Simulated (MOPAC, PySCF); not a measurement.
H$_{11}$GaSi$_{5}$, SMILES `[SiH2]1[GaH][SiH2][SiH2][SiH2][SiH2]1`, neutral singlet in the gas phase. 

Z-matrix (Å, degrees):
```
Si
H 1 1.4978
H 1 1.4979 2 108.44
Si 1 2.3492 2 110.27 3 -119.50
H 4 1.4977 1 110.75 2 49.66
H 4 1.4994 5 108.10 1 118.37
Si 1 2.3492 2 110.28 3 119.50
H 7 1.4977 1 110.76 2 -49.59
H 7 1.4994 8 108.10 1 -118.38
Si 7 2.3524 8 111.49 9 -120.38
H 10 1.4977 7 110.54 8 51.29
H 10 1.5004 11 108.38 7 116.09
Si 4 2.3524 5 111.48 6 120.37
H 13 1.4977 4 110.53 5 -51.38
H 13 1.5005 14 108.37 4 -116.08
Ga 10 2.4112 11 115.74 12 123.34
H 16 1.5729 10 123.22 11 8.27
```
Charge 0, multiplicity 1.

All levels are single points at this geometry (PBE0-D3(BJ)/def2-SVP); Pople sets use spherical d functions. Orbital energies aren't observables, and empty levels follow the basis.

B3LYP/6-31G* in PySCF gives dipole (D) = 0.36.

Q: Estimate the dipole (D) from each of these levels: ωB97X-D3(BJ)/def2-TZVP in PySCF; B3LYP/LANL2DZ in PySCF; SVWN5/6-31G* in PySCF; HF/3-21G in PySCF; HF/6-31G* in PySCF; HF/STO-3G in PySCF; PM3 in MOPAC; PM6 in MOPAC.

A: 
```
level                            dipole (D)
-------------------------------  ----------
ωB97X-D3(BJ)/def2-TZVP in PySCF        0.53
B3LYP/LANL2DZ in PySCF                 0.52
SVWN5/6-31G* in PySCF                  0.19
HF/3-21G in PySCF                      0.94
HF/6-31G* in PySCF                     0.67
HF/STO-3G in PySCF                     0.39
PM3 in MOPAC                           3.67
PM6 in MOPAC                           0.24
```
